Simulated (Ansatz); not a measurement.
Consider the formal exchange of groups at the Si–H bond: `BO[SiH3]` + `FC1C=CCC1` → `BO[SiH2]F` + `C1=CCCC1`.

Program: Ansatz. Geometries: PBE0-D4/def2-TZVP. ΔE: electronic, gas phase. CBS: MP2 limit from def2 TZ/QZ plus the TZ coupled-cluster correction, frozen cores. DFT in def2-TZVPP. Each species was taken in one conformer, which may not be the lowest.

`BO[SiH3]`:

```xyz
8

B    -0.621   -1.062   -0.964
O    -0.178    0.181   -0.695
Si    0.467    0.864    0.670
H    -0.582   -1.913   -0.113
H    -1.047   -1.283   -2.063
H     0.538   -0.142    1.761
H    -0.402    1.996    1.068
H     1.824    1.358    0.336
```

`FC1C=CCC1`:

```xyz
13

F    -2.173   -0.207    0.434
C    -1.012    0.577    0.373
C    -0.012    0.056    1.354
C     0.977   -0.583    0.740
C     0.835   -0.567   -0.751
C    -0.323    0.415   -0.980
H    -1.343    1.600    0.567
H    -0.142    0.148    2.425
H     1.793   -1.090    1.244
H     0.615   -1.573   -1.124
H     1.753   -0.247   -1.251
H     0.069    1.384   -1.297
H    -1.038    0.086   -1.734
```

`BO[SiH2]F`:

```xyz
8

B     0.910    0.704   -1.064
O     0.613    0.344    0.205
Si   -0.611   -0.541    0.847
F    -1.590    0.456    1.602
H     1.869    1.398   -1.241
H     0.220    0.320   -1.971
H    -1.376   -1.218   -0.223
H    -0.034   -1.462    1.844
```

`C1=CCCC1`:

```xyz
13

C     1.337   -0.165    0.110
C     0.689    0.540    1.029
C    -0.793    0.544    0.791
C    -0.913   -0.004   -0.641
C     0.401   -0.758   -0.903
H     2.406   -0.343    0.102
H     1.152    1.025    1.882
H    -1.242    1.535    0.899
H    -1.296   -0.103    1.522
H    -1.797   -0.628   -0.785
H    -0.990    0.834   -1.338
H     0.753   -0.639   -1.932
H     0.295   -1.838   -0.736
```

| level | ΔE (kJ/mol) |
| --- | --- |
| revPBE-D4 | -197.0 |
| r2SCAN0 | -213.5 |

(1) What does CCSD(T)/CBS give? (An estimate is asked.)

Largest T1 diagnostic among the species: 0.013.

Answers

(1) The calculation gave: -217.6 kJ/mol. The listed levels differ from it by 20.6, 4.1 kJ/mol.

At CCSD(T), def2-SVP lies +24.5 kJ/mol from the extrapolated value and def2-TZVPP +3.7 kJ/mol. From r2SCAN to r2SCAN0 (25 % exact exchange), in def2-TZVPP and without D4, ΔE moves by −4.8 kJ/mol.
